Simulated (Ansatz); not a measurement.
`[OH][Ga]([F])[Br]` + HCl → `[OH][Ga]([F])[Cl]` + HBr at 600 K and 1 bar (ligand exchange at a Ga–Br bond).

Gas-phase electronic energies from Ansatz, PBE0-D4/def2-TZVP geometries. CCSD(T)/CBS adds triple-zeta CCSD(T) − MP2 to the extrapolated MP2 energy (def2 sets, frozen cores). This one scheme is used for every species. For Br, Ga outer-core shells are correlated without core-valence functions, which leaves a few kJ/mol of doubt a bond. Scalar relativity is left out up to krypton. Each species was taken in one conformer, which may not be the lowest.

| species | CCSD(T)/CBS energy (Eh) | H − E (kJ/mol) | S (J/(mol·K)) |
| --- | --- | --- | --- |
| `[OH][Ga]([F])[Br]` | -4672.95707 | 87.9 | 396.3 |
| HCl | -460.38127 | 35.4 | 207.2 |
| `[OH][Ga]([F])[Cl]` | -2559.41427 | 88.2 | 384.2 |
| HBr | -2573.91920 | 33.5 | 219.1 |

H − E and S are ideal-gas, rigid-rotor, harmonic terms from PBE0-D4/def2-TZVP, for one conformer and one mirror image of each species. 1 Eh = 2625.50 kJ/mol, R = 8.31446 J/(mol·K).

Question: By hand: ΔE, ΔH, ΔS and ΔG.

Answer: ΔE = (-2559.41427) + (-2573.91920) − (-4672.95707) − (-460.38127) = 0.00487 Eh = 12.8 kJ/mol. Δ(H − E) = 88.2 + 33.5 − 87.9 − 35.4 = -1.6, so ΔH = 11.2 kJ/mol. ΔS = 384.2 + 219.1 − 396.3 − 207.2 = -0.2 J/(mol·K). ΔG = 11.2 − 600 × (-0.2)/1000 = 11.3 kJ/mol.

Question: By hand: the equilibrium constant, and the temperature at which ΔG would vanish if ΔH and ΔS stayed fixed.

Answer: log₁₀ K = −ΔG/(RT ln 10) = -1.0. ΔH and −TΔS have one sign here, so there is no such temperature.

The number of gas molecules stays the same, so ΔS is small and ΔH decides. A doubt of 5 kJ/mol in ΔE shifts log₁₀ K by 0.4 here. Other conformers and mirror images would add mixing entropy, several J/(mol·K) or more a flexible species. These are equilibria of isolated gas molecules and say nothing of rates. Largest T1 diagnostic: 0.014 (customary marks: 0.02 for closed shells, 0.045 for open ones).

ΔS is within the doubt of such terms, so its sign, and with it that verdict, could turn.
